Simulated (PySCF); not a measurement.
Be(Cl)(OSiH3), SMILES [Be]([O][SiH3])[Cl], PBE0/def2-SVP optimised geometry.

```
7

Be     0.90     0.05     0.00
Cl     2.71     0.05     0.00
O     -0.51     0.04     0.00
Si    -2.16     0.00     0.02
H     -2.71     1.22    -0.65
H     -2.65    -0.03     1.43
H     -2.65    -1.22    -0.69
```

Density from PBE0/def2-TZVP in PySCF at that geometry.

Minimum of the electron density along straight lines between bonded atoms, close to the bond critical point (lines longer than 1.1 times the sum of covalent radii, or with two minima, are not listed):

```csv
bond,length / Å,ρ at the minimum / e bohr⁻³,∇²ρ there / e bohr⁻⁵,position (fraction from the first atom)
Be1–Cl2,1.811,0.089,0.41,0.31
Be1–O3,1.408,0.135,1.22,0.36
O3–Si4,1.653,0.131,0.81,0.59
Si4–H5,1.493,0.122,0.14,0.49
Si4–H6,1.493,0.122,0.14,0.49
Si4–H7,1.493,0.122,0.14,0.49
```
